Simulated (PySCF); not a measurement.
CH₄ClNOSi₂, SMILES O[Si@@]1(Cl)N=C[SiH2]1.

Coordinates come from a PBE-D3(BJ)/def2-SVP optimisation. The structure was generated by enumeration; whether it is a known compound was not checked. The values are those of a single conformer.

Method: PySCF with PBE-D3(BJ)/def2-SVP.

Frequencies are harmonic and unscaled.

**Question.** Give all harmonic wavenumbers and intensities. (The exact figures need the calculation; the answer reports its results.)

**Answer.** 
| mode | ν (cm⁻¹) | IR (km/mol) | moving atoms (share of kinetic energy) |
|---|---|---|---|
| 1 | 84 | 2.0 | C 24 %, Cl 24 %, Si 21 %, H 16 %, O 12 % |
| 2 | 117 | 0.4 | H 25 %, Si 24 %, Cl 20 %, O 13 %, C 12 % |
| 3 | 162 | 44.0 | H 55 %, O 20 %, Cl 12 % |
| 4 | 221 | 16.0 | Si 42 %, H 20 %, O 19 %, N 12 % |
| 5 | 255 | 53.8 | H 42 %, N 21 %, O 21 %, Cl 9 % |
| 6 | 271 | 28.9 | O 31 %, N 27 %, H 26 %, Cl 8 % |
| 7 | 376 | 20.8 | Si 29 %, Cl 29 %, H 13 %, O 12 %, N 9 % |
| 8 | 444 | 13.9 | Si 52 %, N 17 %, H 15 %, C 13 % |
| 9 | 458 | 5.5 | H 42 %, Si 34 %, N 11 % |
| 10 | 535 | 103.7 | Si 32 %, H 26 %, Cl 14 %, C 13 %, N 10 % |
| 11 | 564 | 1.4 | H 90 % |
| 12 | 612 | 48.7 | H 37 %, Si 37 %, C 19 % |
| 13 | 707 | 76.8 | N 57 %, Si 23 %, H 10 % |
| 14 | 734 | 78.9 | H 45 %, C 29 %, Si 23 % |
| 15 | 781 | 213.3 | H 62 %, O 23 %, Si 12 % |
| 16 | 866 | 45.8 | H 72 %, C 26 % |
| 17 | 890 | 100.4 | H 79 %, Si 10 % |
| 18 | 920 | 58.2 | Si 37 %, H 31 %, O 30 % |
| 19 | 1240 | 15.9 | H 80 %, C 12 % |
| 20 | 1533 | 38.4 | C 52 %, N 46 % |
| 21 | 2131 | 94.1 | H 98 % |
| 22 | 2152 | 81.0 | H 96 % |
| 23 | 2949 | 49.5 | H 92 %, C 8 % |
| 24 | 3740 | 100.1 | H 94 % |
